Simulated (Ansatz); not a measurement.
```yaml
crystal:
  periodic: [false, false, false]
  atoms:
    - {symbol: Cl, position_ang: [-0.596168, -0.328387, 2.222866]}
    - {symbol: Zr, position_ang: [0.027254, -0.033849, 0.015134]}
    - {symbol: Cl, position_ang: [1.977812, -1.207596, -0.393680]}
    - {symbol: Br, position_ang: [-1.763622, -0.871668, -1.465085]}
    - {symbol: Br, position_ang: [0.404624, 2.367800, -0.420635]}
basis:
  gaussian: {orbitals: x2c-TZVPPall}
hamiltonian: {xc: {name: B3LYP}, dispersion: d3bjatm, pseudopotentials: {relativity: none}}
```

```sh
$ ansatz run in.yaml --threads 8 --pin off --events-out ev --progress --plain --max-ram 18278MiB
```

Shortened log:

```
Functional definition: B3LYP
2045 factors; their error is unknown
mean field evaluation 1: about -259711.7862 eV, gradient 2.3e1 eV
mean field evaluation 2: about -259711.4525 eV, gradient 2.7e1 eV
mean field evaluation 4: about -259712.8423 eV, gradient 3.5e0 eV
mean field evaluation 8: about -259712.8701 eV, gradient 2.7e-2 eV
mean field evaluation 16: about -259713.5684 eV, gradient 3.2e-5 eV
mean field -259713.56844869 eV, -9544.2976003099 hartree, gradient 3.0e-5 eV, S^2 0.000000; 0 other end points of the search recorded, 0 dependent functions left out
reference -259713.56875573 eV, -9544.2976115933 hartree; 72, 72 occupied and 187, 187 virtual orbitals, 2045 factors
WARN: the results are in doubt because the basis set is contracted for relativity, which is off
Total energy: -259714.05364279 eV, -9544.3154308642 hartree
In doubt: the basis set is contracted for relativity, which is off
```

Run time 1.6 s (8 threads of an AMD EPYC 9B45 on a shared host); peak host memory 1.2 GiB.
